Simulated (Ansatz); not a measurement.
Basis sets compared for closo-1-NB4 (H on N) (B4NH5). The state is a singlet with charge 0. Geometry B3LYP-D4/def2-SVP. Ansatz on 4 threads of Arm Neoverse V1 on a shared host; times are rough, and most runs start from earlier orbitals.

```xyz
10

B    -0.740    0.205   -0.742
B     0.638    0.782    0.349
N     0.705   -0.240   -0.763
B    -0.846    0.288    0.916
B     0.094   -0.985    0.402
H    -1.413    0.383   -1.714
H     1.483    1.596    0.579
H     1.374   -0.468   -1.488
H    -1.635    0.557    1.770
H     0.339   -2.119    0.692
```

Binding counts from free atoms (B doublet, N quartet, H doublet) in the same basis, without a counterpoise term.

```
           level  functions  energy (Eh)  HOMO (eV)  LUMO (eV)  binding per atom (eV)  wall time
 PBE-D4/def2-SVP         95    -156.8353      -6.67      -1.44                   4.22     0.75 s
PBE0-D4/def2-SVP         95    -156.8678      -7.76      -0.50                   4.16      0.8 s
```

Q: Estimate the rows for PBE-D4/def2-TZVP (with forces), PBE0-D4/def2-TZVP.

A: 
```
                         level  functions  energy (Eh)  HOMO (eV)  LUMO (eV)  binding per atom (eV)  wall time
PBE-D4/def2-TZVP (with forces)        185    -157.0009      -6.71      -1.55                   4.16      2.5 s
             PBE0-D4/def2-TZVP        185    -157.0304      -7.78      -0.62                   4.10        2 s
```
